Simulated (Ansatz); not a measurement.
`[BH2][Zn][F]`. Total charge 0; spin multiplicity 1.

```xyz
5

B     0.302    0.418   -0.757
Zn   -0.369   -0.510    0.924
F    -0.951   -1.313    2.379
H     1.400    0.888   -0.814
H    -0.382    0.516   -1.732
```

**Question.** List the harmonic frequencies (cm⁻¹, unscaled) at PBE0-D4/def2-TZVP in Ansatz. (Estimate.)

**Answer.** Computed: 139, 139, 498, 581, 670, 855, 1152, 2586, 2676.

**Question.** Is this a minimum?

**Answer.** Yes, all 9 modes are real.

**Question.** Give the ideal-gas thermochemistry at 298.15 K and 1 bar (rigid rotor, harmonic oscillator; point group C2v, symmetry number 2).

**Answer.** Zero-point energy 55.6 kJ/mol; H(298) − E = 70.6 kJ/mol; entropy 282.2 J/(mol·K), of which translation 165.9, rotation 85.5, vibration 30.7; G(298) − E = -13.5 kJ/mol.

**Question.** And at 400, 500, 600, 800 and 1000 K?

**Answer.** 
```tsv
T (K)	H − E (kJ/mol)	S (J/mol/K)	G − E (kJ/mol)
400	77.7	302.7	-43.4
500	85.3	319.7	-74.5
600	93.4	334.4	-107.2
800	110.6	359.1	-176.7
1000	128.8	379.3	-250.6
```

**Question.** Rotational constants (cm⁻¹)?

**Answer.** 8.049, 0.1435, 0.141.
